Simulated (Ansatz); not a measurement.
Start from `C[NH][GaH][CH2]F` and change one atom or group to get `F[CH2][GaH][SiH2]Cl`.

Ansatz, PBE0-D4/def2-TZVP geometries, multiplicity 1. Each molecule was computed in one conformer, which needn't be the lowest.

Scalar relativity is left out up to krypton.

| property | `C[NH][GaH][CH2]F` |
| --- | --- |
| size of the dipole moment (ωB97M-V/def2-TZVPP) / D | 1.15 |
| HOMO energy (ωB97M-V/def2-TZVPP) / eV | -9.04 |
| HOMO–LUMO gap (ωB97M-V/def2-TZVPP) / eV | 10.15 |
| LUMO energy (PBE/def2-TZVPP) / eV | -1.31 |
| HOMO energy (PBE/def2-TZVPP) / eV | -5.48 |
| HOMO energy (PBE0/def2-TZVPP) / eV | -6.72 |

Question: Give the same properties after the change, and the shifts. (Estimate.)

Answer: Ansatz gave: 
```tsv
property	`F[CH2][GaH][SiH2]Cl`	shift
size of the dipole moment (ωB97M-V/def2-TZVPP) / D	2.38	1.23
HOMO energy (ωB97M-V/def2-TZVPP) / eV	-9.51	-0.47
HOMO–LUMO gap (ωB97M-V/def2-TZVPP) / eV	8.99	-1.16
LUMO energy (PBE/def2-TZVPP) / eV	-3.03	-1.72
HOMO energy (PBE/def2-TZVPP) / eV	-6.29	-0.81
HOMO energy (PBE0/def2-TZVPP) / eV	-7.47	-0.75
```

With PBE0 the HOMO falls by 0.75 eV and the LUMO falls by 1.70 eV, so the gap narrows by about 0.95 eV. PBE moves the HOMO by -0.81 eV and ωB97M-V by -0.47 eV. Dipoles are sizes alone; their direction can turn.
